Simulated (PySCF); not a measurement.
C2H10O2Si2, SMILES C[C@H](O)[SiH2]O[SiH3].

Geometry: PBE-D3(BJ)/def2-SVP. The structure was generated by enumeration; whether it is a known compound was not checked. Other conformers were not sampled.

Computed with PBE-D3(BJ)/def2-SVP (PySCF).

Frequencies are harmonic and unscaled.

| mode | ν (cm⁻¹) | IR (km/mol) | moving atoms (share of kinetic energy) |
|---|---|---|---|
| 1 | 33 | 0.6 | O 38 %, H 24 %, Si 22 %, C 16 % |
| 2 | 50 | 0.2 | H 92 % |
| 3 | 79 | 0.2 | Si 40 %, O 33 %, H 20 % |
| 4 | 91 | 2.4 | O 55 %, H 26 %, C 12 % |
| 5 | 149 | 3.5 | O 54 %, Si 20 %, H 17 %, C 9 % |
| 6 | 206 | 2.3 | H 34 %, C 34 %, O 22 %, Si 10 % |
| 7 | 254 | 0.6 | H 94 % |
| 8 | 349 | 4.7 | Si 32 %, O 31 %, H 23 %, C 15 % |
| 9 | 445 | 43.7 | H 50 %, C 28 %, O 11 %, Si 10 % |
| 10 | 463 | 109.0 | H 67 %, O 13 %, C 11 %, Si 9 % |
| 11 | 570 | 7.3 | Si 41 %, H 23 %, C 22 %, O 15 % |
| 12 | 591 | 22.2 | H 73 %, Si 18 % |
| 13 | 636 | 0.2 | H 36 %, Si 29 %, C 25 %, O 10 % |
| 14 | 676 | 3.2 | H 92 % |
| 15 | 714 | 54.6 | H 77 %, O 13 %, Si 10 % |
| 16 | 715 | 57.4 | H 79 %, O 13 %, Si 8 % |
| 17 | 843 | 358.4 | H 77 %, Si 11 % |
| 18 | 885 | 86.8 | H 50 %, C 27 %, O 18 % |
| 19 | 911 | 62.7 | H 96 % |
| 20 | 916 | 22.1 | H 95 % |
| 21 | 922 | 208.3 | H 92 % |
| 22 | 949 | 177.0 | H 77 %, C 10 % |
| 23 | 973 | 90.7 | H 79 %, Si 10 %, C 9 % |
| 24 | 1024 | 255.5 | O 71 %, H 14 %, Si 13 % |
| 25 | 1061 | 68.5 | C 59 %, O 21 %, H 19 % |
| 26 | 1067 | 55.5 | H 54 %, C 39 % |
| 27 | 1171 | 5.4 | H 61 %, C 38 % |
| 28 | 1261 | 9.1 | H 75 %, C 25 % |
| 29 | 1328 | 3.9 | H 78 %, C 22 % |
| 30 | 1364 | 50.0 | H 86 % |
| 31 | 1407 | 9.3 | H 95 % |
| 32 | 1424 | 2.2 | H 96 % |
| 33 | 2138 | 96.7 | H 97 % |
| 34 | 2158 | 49.3 | H 97 % |
| 35 | 2162 | 103.1 | H 96 % |
| 36 | 2166 | 219.0 | H 96 % |
| 37 | 2188 | 105.9 | H 96 % |
| 38 | 2959 | 18.4 | H 97 % |
| 39 | 2982 | 15.0 | H 92 % |
| 40 | 3049 | 20.4 | H 91 %, C 9 % |
| 41 | 3059 | 13.4 | H 91 %, C 9 % |
| 42 | 3634 | 41.5 | H 94 % |
